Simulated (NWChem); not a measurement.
# CH4BeOS; SMILES C[O][Be][SH]

```xyz
8

Be     0.0220    -0.1215    -0.0021
O      0.0187     1.2689    -0.0049
C      0.0138     2.6425     0.0034
H      0.3250     3.0376     0.9866
H      0.7044     3.0480    -0.7569
H     -0.9941     3.0378    -0.2142
S      0.0584    -2.0323     0.0007
H     -1.2911    -2.1268     0.0006
```
Atoms are numbered in this order, from 1.

Results from NWChem. All runs use the structure optimised with PBE0/def2-SVP. Ions are spin-unrestricted doublets at the neutral geometry; other ion states weren't tried. Functional: LC-ωPBE (HJS hole) with def2-SVP; rows give the range parameter ω in 1/bohr.

### Question
At which range parameter does −ε(HOMO) equal the ΔSCF ionisation energy (optimal tuning)?

### Answer
about 0.38 per bohr, by linear interpolation in these runs:
```tsv
range parameter (1/bohr)	vertical ionisation energy, ΔSCF (eV)	−ε(HOMO) (eV)	ΔSCF minus −ε(HOMO) (eV)
0.10	9.20	7.31	1.89
0.25	9.61	8.93	0.68
0.35	9.76	9.62	0.14
0.40	9.80	9.88	-0.08
0.80	9.91	10.81	-0.90
```
